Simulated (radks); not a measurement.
Results of a calculation; reference values are marked as such.
Problem. Sn II, configuration [Kr] 4d10 5s2 5p1. Code: a radial shooting solver on a logarithmic mesh with Libxc functionals. Model: scalar-relativistic Kohn-Sham, HCTH/407, spin-polarised, spherical densities, point nucleus; open shells are filled with parallel spins first (spin-orbit coupling, left out, can overturn this in heavy ions). Some entries of the table are withheld. Estimate them.

orbital  occ.  eigenvalue (eV)  <r> (bohr)
1s up       1        -29013.59     0.02907
1s down     1        -29013.56     0.02907
2s up       1        -4393.216      0.1255
2s down     1        -4393.209      0.1255
2p up       3        -3947.159      0.1096
2p down     3        -3947.142      0.1096
3s up       1        -855.6911      0.3391
3s down     1        -855.6738      0.3391
3p up       3        -709.7078      0.3373
3p down     3        -709.6877      0.3373
3d up       5        -484.8350      0.3139
3d down     5        -484.8169      0.3139
4s up       1        -142.8693      0.8177
4s down     1        -142.8453      0.8178
4p up       3         -98.6712         (1)
4p down     3         -98.6513         (2)
4d up       5         -34.6516       1.091
4d down     5         -34.5557       1.085
5s up       1              (3)       2.297
5s down     1              (4)       2.337
5p up       1              (5)       2.853
5p down     0              (6)       3.058

Solution. 
(1) 4p up <r> (bohr): 0.8840
(2) 4p down <r> (bohr): 0.8838
(3) 5s up eigenvalue (eV): -18.3130
(4) 5s down eigenvalue (eV): -17.3249
(5) 5p up eigenvalue (eV): -10.6940
(6) 5p down eigenvalue (eV): -10.0594
